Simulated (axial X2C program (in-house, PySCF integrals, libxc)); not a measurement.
# B: configurations by level of theory

Calculated with an axial X2C code built on PySCF integrals, basis dyall-v3z (cores contracted in-house), spin-free (one-electron X2C) and two-component (2c, atomic mean-field Coulomb and Gaunt terms). Energies in eV from the lowest row of each column (rows without correlated energies are left out; n/a marks j-coupled starts, which PBE0 does not hold); electrons by l are Mulliken totals of the Hartree–Fock solution, and PBE0 can relax to another configuration under the same block occupation. Coupled cluster uses truncated natural virtuals with an MP2 remainder. Frozen shells in the correlated columns: 1 s.

Spin-free determinants:

| electrons by l | M_S, M_L | HF | MP2 | CCSD(T) | PBE0 |
| --- | --- | --- | --- | --- | --- |
| s4 p1 | 1/2, 1 | 0.08 | 0.00 | 0.00 | 0.09 |
| s4 p1 | 1/2, 0 | 0.00 | 0.00 | 0.00 | 0.00 |

Two-component determinants:

```
electrons by l  2M_J    HF   MP2  CCSD(T)  PBE0
         s4 p1     1  0.11  0.00     0.00   n/a
         s4 p1     1  0.00  0.01     0.00   n/a
         s4 p1     3  0.11  0.00     0.00  0.09
         s4 p1     1  0.03  0.00     0.00  0.00
```

Ground level as tabulated from the NIST Atomic Spectra Database (leading term): 2S+1 = 2, L = 1, J = 1/2.

Spin-free rows of one term, and 2c rows of one J level, should be degenerate; broken spherical symmetry, the missing current term of PBE0 and determinants that mix terms or J levels spread them. The search is wide but not exhaustive and can miss a configuration; gaps between s and d configurations can be off by some tenths of an eV with this basis and core.

The run took 5.7 s on 1 thread of Intel(R) Xeon(R) Processor @ 2.30GHz (shared host).
